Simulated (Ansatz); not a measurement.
Ansatz (a program for electronic structure) input (B3LYP/LANL2DZ): The .json file is the Basis Set Exchange's LANL2DZ.

Ansatz 0.2 input:
```yaml
crystal:
  periodic: [false, false, false]
  atoms:
    - {symbol: Au, position_ang: [0.03646428, -0.03590575, 0.02555565]}
    - {symbol: Cl, position_ang: [-0.32712188, 1.73879753, -1.54756107]}
    - {symbol: O, position_ang: [-0.06694322, -2.19972517, 2.06138289]}
    - {symbol: C, position_ang: [0.53598991, -1.52086713, 1.29976310]}
basis:
  gaussian:
    orbitals: LANL2DZ.json
hamiltonian:
  xc: {name: B3LYP}
total_charge: -1
magnetization: {spin_polarized: true, initial_magnetization: 1}
relax: {f_tol: 0.003, max_steps: 120}
```

Problem. Predict the final energy.

Solution. -263.82733 Eh.
